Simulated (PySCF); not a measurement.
**How methods differ on the ionisation energy of Sn⁴¹⁺**

Sn⁴¹⁺ [He] 2s2 2p5 (2P) → Sn⁴²⁺ [He] 2s2 2p4 (3P), as a difference of total energies. Computed with PySCF 2.14 in an uncontracted even-tempered set (19 s from 17 bohr⁻², ratio 2.2; 12 p from 22 bohr⁻², ratio 2.2; 6 d from 95 bohr⁻², ratio 2.4; 5 f from 140 bohr⁻², ratio 2.4; 4 g from 210 bohr⁻², ratio 2.4), with the spin-free X2C one-electron Hamiltonian (Gaussian nucleus). Correlated levels: nothing frozen; virtual orbitals above 40 to 60 times the deepest correlated orbital energy dropped. The calculations carry no spin-orbit coupling.

| method | ionisation energy (eV) |
| --- | --- |
| UHF | 6700.6 |
| LDA | 6697.9 |
| PBE | 6700.4 |
| PBE0 | 6700.9 |
| r2SCAN | 6703.9 |
| revPBE | 6700.0 |
| BHandHLYP | 6701.9 |
| MP2 (all electrons) | 6702.3 |
| SCS-MP2 (all electrons) | 6702.3 |

Spin-orbit coupling is strong in these open shells (close to jj coupling). The scalar numbers leave it out and a first-order estimate fails, so it can dominate the gap to the real levels.

For this ion Breit and QED terms and the two-electron picture change, all absent here, outweigh the differences among the correlated methods.

For comparison: 6631 ± 10 eV (semi-empirical (NIST evaluation); NIST Atomic Spectra Database, ionization energies).
